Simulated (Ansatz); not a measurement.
Ansatz results at the PBE0-D4/def2-TZVP geometry: HOMO–LUMO gap (B3LYP/def2-TZVPP) 6.39 eV; LUMO energy (PBE/def2-TZVPP) -1.56 eV; ideal-gas entropy at 298 K and 1 bar (rigid rotor, harmonic PBE0-D4/def2-TZVP) 320 J/(mol·K).

Each molecule was computed in one conformer, which needn't be the lowest.

**Question.** Which molecule gave them?
A. `C[NH][Ga]([Cl])[Cl]`
B. `[OH][Ga]([Br])[Br]`
C. `[NH2][GaH][Br]`
D. `[SiH3][GaH][Cl]`

**Answer.** C. The others give `[OH][Ga]([Br])[Br]`: 6.36, -2.66, 358; `[SiH3][GaH][Cl]`: 5.26, -2.89, 345; `C[NH][Ga]([Cl])[Cl]`: 5.83, -1.90, 378.

B3LYP here is the variant with VWN-RPA as its local correlation; programs differ in this.
